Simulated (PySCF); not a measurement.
C2H8O2Si, SMILES C[C@H](O)[SiH2]O.

The structure is a stationary point at PBE0-D3(BJ)/def2-SVP. The structure was generated by enumeration; whether it is a known compound was not checked. Other conformers were not sampled.

Two levels are set side by side: TDA-PBE/def2-SVPD (PySCF) and TDA-PBE0/def2-SVPD (PySCF). Vertical, same geometry. The lowest singlet is HOMO→LUMO 94 % with PBE and HOMO→LUMO 96 % with the other functional; states are paired by order. Differences are taken from unrounded values.

```json
[
 {"quantity": "lowest singlet excitation (eV)", "TDA-PBE0": "6.34", "TDA-PBE": "5.59", "TDA-PBE minus TDA-PBE0": "-0.75"},
 {"quantity": "lowest triplet excitation (TDA) (eV)", "TDA-PBE0": "5.97", "TDA-PBE": "5.28", "TDA-PBE minus TDA-PBE0": "-0.69"},
 {"quantity": "first bright state (f over 0.05) (eV)", "TDA-PBE0": "7.93", "TDA-PBE": "6.94", "TDA-PBE minus TDA-PBE0": "-0.98"},
 {"quantity": "its oscillator strength", "TDA-PBE0": "0.14", "TDA-PBE": "0.05", "TDA-PBE minus TDA-PBE0": "-0.09"}
]
```

Functionals without exact exchange tend to place singlet excitations lower, as here. Differences between two approximate levels are no errors against the true value.

Rough cost on one machine, each run with all the roots and properties that it gave: TDA-PBE0 against TDA-PBE about 2 times.
